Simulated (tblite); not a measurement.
Species: C₆H₅OPS.
Geometry (GFN2-xTB, Å), atoms numbered from 1 in this order:
```
atom  x, y, z in Å
C1     4.4539   -0.2046   -0.3317
C2     3.2558   -0.2501   -0.2230
C3     1.8667   -0.3003   -0.0989
P4     1.0083   -1.5629    0.6966
C5    -0.5650   -0.8336    0.3796
C6    -0.5933    0.3395   -0.3030
O7    -1.6514    1.0936   -0.6701
C8    -2.9329    0.6302   -0.3097
S9     0.9310    1.0020   -0.7936
H10    5.4985   -0.1775   -0.4189
H11   -1.4631   -1.3189    0.7242
H12   -3.0347    0.5555    0.7772
H13   -3.1425   -0.3437   -0.7623
H14   -3.6320    1.3703   -0.6935
```

Calculated harmonic vibrations of the isolated species, GFN2-xTB (tblite), most abundant isotopes, no scaling. This tight-binding method is rough: wavenumbers can miss measured ones by several per cent, in bad cases by 10 to 20. One conformer, not necessarily the lowest.

Harmonic wavenumbers (cm⁻¹): 64.1, 110.3, 111.8, 187.5, 211.1, 238.5, 292.4, 345.7, 398.4, 418.1, 427.2, 495.8, 506.7, 580.0, 617.7, 648.7, 718.3, 740.2, 897.5, 958.1, 1011.3, 1120.6, 1140.5, 1156.0, 1201.8, 1217.1, 1397.1, 1461.8, 1475.5, 1516.7, 2221.4, 2941.9, 2954.8, 3037.5, 3100.9, 3398.7.

A = 2891, B = 777.6, C = 615.2 MHz; mass 155.980 u (most abundant isotopes); point group Cs, symmetry number 1.

Question: What is the zero-point energy?

Answer: ½Σν̃ = 19661 cm⁻¹ = 235.20 kJ/mol.

Question: Entropy at 500 K, 1 bar (ideal gas, RRHO, classical rotation)?

Answer: Translation 182.58, rotation 131.26, vibration 184.84: S = 498.7 J/(mol K).

Question: And Cp and H(500 K) − H(0)?

Answer: Cp = 206.29 J/(mol K), of which vibrations give 173.03 (their classical limit is 36 R = 299.3); H(500 K) − H(0) = 64.77 kJ/mol without the zero-point energy, 48.14 from vibrations.

Question: What must be added to the electronic energy to get the Gibbs energy at 500 K and 1 bar?

Answer: ZPE + [H(500 K) − H(0)] − T·S = 235.20 + 64.77 − 249.34 = 50.63 kJ/mol.

Question: Blend soft modes into free rotors: weight 1/[1 + (100 cm⁻¹/ν̃)⁴] for the oscillator and the rest for a rotor with moment μB/(μ + B), μ = h/(8π²ν), B = 10⁻⁴⁴ kg m². What vibrational entropy results?

Answer: 175.77 J/(mol K) in place of 184.84, which changes −T·S at 500 K by +4.54 kJ/mol.

Hindered rotation and anharmonicity are outside this model. Other conformers, if any are populated, would add a mixing term that is left out.

Time: 0.55 s. Hardware: Arm Neoverse V1, one thread, shared host with 32 logical CPUs at a one-minute load of 14. This covers the Hessian and the dipole derivatives.
